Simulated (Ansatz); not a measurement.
Cost and result up the ladder for Si9GeH16, an alloyed cluster cut from the lattice of silicon (1 Ge, core) (26 atoms). The state is a singlet with charge 0. Geometry: r2SCAN-D4/def2-SVP.

Cartesian coordinates in Å:
```
Si 1.450 1.072 1.526
Si -0.377 1.413 -1.855
Si -2.056 -0.472 1.063
Ge 0.988 -2.023 -0.737
Si -0.601 0.594 2.573
Si -2.418 0.933 -0.789
Si 1.065 2.469 -0.327
Si 2.446 -0.931 0.808
Si 0.606 -0.585 -2.606
Si -1.094 -2.488 0.338
H 2.354 1.773 2.498
H -0.627 2.328 -3.018
H -3.366 -0.746 1.743
H 1.632 -3.341 -1.218
H -1.226 1.869 3.052
H -0.368 -0.291 3.760
H -3.052 2.210 -0.329
H -3.349 0.265 -1.755
H 0.446 3.752 0.137
H 2.366 2.788 -0.998
H 3.758 -0.640 0.145
H 2.699 -1.824 1.983
H 1.905 -0.288 -3.289
H -0.300 -1.263 -3.589
H -0.867 -3.397 1.507
H -2.015 -3.177 -0.623
```

Ansatz on 4 threads of Arm Neoverse V1 on a shared host. Times are rough, and most runs start from the orbitals of an earlier one. PBE0-D4/def2-TZVP serves as the yardstick here, not as an exact answer. Differences are given only for rows in sets of like size (and for xTB, whose basis is part of the method), since another set adds its own error. Binding counts from free atoms at the same level (Si triplet, Ge triplet, H doublet; other spins of the atoms weren't run), without zero-point energy or a counterpoise term.

The 6-31G sets use Cartesian d functions. B3LYP takes the VWN-RPA correlation. Correlated methods freeze 54 core orbitals; core or outer-core shells of Ge are correlated, in sets that lack core-valence functions. The rows differ in basis, and correlated rows in double-zeta sets carry the largest basis error.

Correlated methods converge slowly with the basis, most of all in double-zeta sets.

| level | functions | wall time |
| --- | --- | --- |
| HF/STO-3G | 115 | 1.7 s |
| HF/6-31G | 178 | 4.8 s |
| PBE-D4/def2-SVP | 274 | 9 s |
| B3LYP-D4/6-31G | 178 | 9.5 s |
| PBE0-D4/def2-SVP | 274 | 18 s |
| PBE-D4/def2-TZVP | 477 | 19 s |
| MP2/def2-SVP | 274 | 20 s |
| r2SCAN-D4/def2-TZVP (with forces) | 477 | 41 s |
| PBE0-D4/def2-TZVP | 477 | 52 s |

(1) Estimate what each level gives for the binding energy per atom (eV).

Answers

(1) 
```csv
level,binding energy per atom (eV),difference from PBE0-D4/def2-TZVP (eV)
HF/STO-3G,3.63,–
HF/6-31G,1.99,–
PBE-D4/def2-SVP,3.14,–
B3LYP-D4/6-31G,2.90,–
PBE0-D4/def2-SVP,3.14,–
PBE-D4/def2-TZVP,3.14,-0.01
MP2/def2-SVP,2.91,–
r2SCAN-D4/def2-TZVP (with forces),3.17,0.02
PBE0-D4/def2-TZVP,3.15,0.00
```
